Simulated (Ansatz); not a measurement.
`CSB(N)F` and `C[SiH2]B(N)F` differ in one atom or group.

Ansatz, PBE0-D4/def2-TZVP geometries, multiplicity 1. Each molecule was computed in one conformer, which needn't be the lowest.

```csv
property,`CSB(N)F`
LUMO energy (PBE/def2-TZVPP) / eV,-0.23
LUMO energy (B3LYP/def2-TZVPP) / eV,0.39
size of the dipole moment (ωB97M-V/def2-TZVPP) / D,0.94
size of the dipole moment (PBE/def2-TZVPP) / D,0.93
HOMO–LUMO gap (B3LYP/def2-TZVPP) / eV,6.95
HOMO energy (PBE/def2-TZVPP) / eV,-5.56
```

**Question.** What does the change do to each property? (Best estimate.)

**Answer.** Computed: 
```tsv
property	`C[SiH2]B(N)F`	shift
LUMO energy (PBE/def2-TZVPP) / eV	-0.99	-0.76
LUMO energy (B3LYP/def2-TZVPP) / eV	-0.31	-0.70
size of the dipole moment (ωB97M-V/def2-TZVPP) / D	1.98	1.04
size of the dipole moment (PBE/def2-TZVPP) / D	1.97	1.04
HOMO–LUMO gap (B3LYP/def2-TZVPP) / eV	7.47	0.52
HOMO energy (PBE/def2-TZVPP) / eV	-6.64	-1.08
```

With PBE0 the HOMO falls by 1.18 eV and the LUMO falls by 0.80 eV, so the gap widens by about 0.38 eV. PBE moves the HOMO by -1.08 eV and ωB97M-V by -1.17 eV. Dipoles are sizes alone; their direction can turn.

B3LYP here is the variant with VWN-RPA as its local correlation; programs differ in this.
